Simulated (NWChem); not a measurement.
Molecule: CH5BS2; SMILES SB(S)C

```xyz
9

B     -0.3354     0.0004    -0.0189
C     -1.9133     0.0000    -0.0048
H     -2.3390    -0.8643    -0.5272
H     -2.3427     0.9088    -0.4406
H     -2.2641    -0.0531     1.0357
S      0.4979     1.6149    -0.0081
H      1.7893     1.2211     0.0362
S      0.4983    -1.6148    -0.0087
H      1.7890    -1.2194     0.0361
```
Atoms are numbered in this order, from 1.

Results from NWChem. Pople sets run with spherical d functions. Geometry: optimised at B3LYP/6-31G* (spherical d). GIAO values for the isolated, static molecule; σ is the absolute isotropic shielding, δ = σ(reference) − σ with the isolated reference molecule computed at the same levels (11B: boron trifluoride, 13C: tetramethylsilane, 1H: tetramethylsilane).

| level | δ B1 (ppm) | δ C2 (ppm) | δ H3 (rotor mean) (ppm) | σ S6 (ppm) | δ H7 (ppm) | σ S8 (ppm) | δ H9 (ppm) |
|---|---|---|---|---|---|---|---|
| B3LYP/6-311G** | 58.2 | 7.8 | 0.87 | 479.5 | 2.76 | 480.9 | 2.74 |
| B3LYP/6-31G* | 55.4 | 7.4 | 0.85 | 508.0 | 2.07 | 509.6 | 2.06 |
| KT2/pcSseg-1 | … | 8.0 | … | … | 2.78 | … | 2.77 |

**Question.** Fill in the missing entries.

**Answer.** 
- KT2/pcSseg-1, δ B1 (ppm): 49.7
- KT2/pcSseg-1, δ H3 (rotor mean) (ppm): 0.80
- KT2/pcSseg-1, σ S6 (ppm): 498.4
- KT2/pcSseg-1, σ S8 (ppm): 500.0
